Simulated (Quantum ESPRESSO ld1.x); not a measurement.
Problem. The mean radii <r> (bohr) of the occupied orbitals of an atom or ion are listed with their occupations. Calculated with ld1.x of Quantum ESPRESSO 7.5: scalar-relativistic Kohn-Sham, BLYP, spin-unpolarised, spherical densities, point nucleus.

| orbital | occ. | <r> |
|---|---|---|
| 1s | 2 | 0.09687 |
| 2s | 2 | 0.4793 |
| 2p | 6 | 0.4424 |
| 3s | 2 | 1.634 |
| 3p | 3 | 1.900 |

Name the element and its charge.

Solution. Z = 16, sulfur, charge +1: S+ in [Ne] 3s2 3p3. The 1s radius gives Z: for a bare nucleus <r> = (2 gamma + 1)/(2Z) with gamma = sqrt(1 - (Z/c)^2), 0.09332 bohr for Z = 16, and screening makes it slightly larger (0.09687 here). The occupations add up to 15, and the charge is Z minus that.
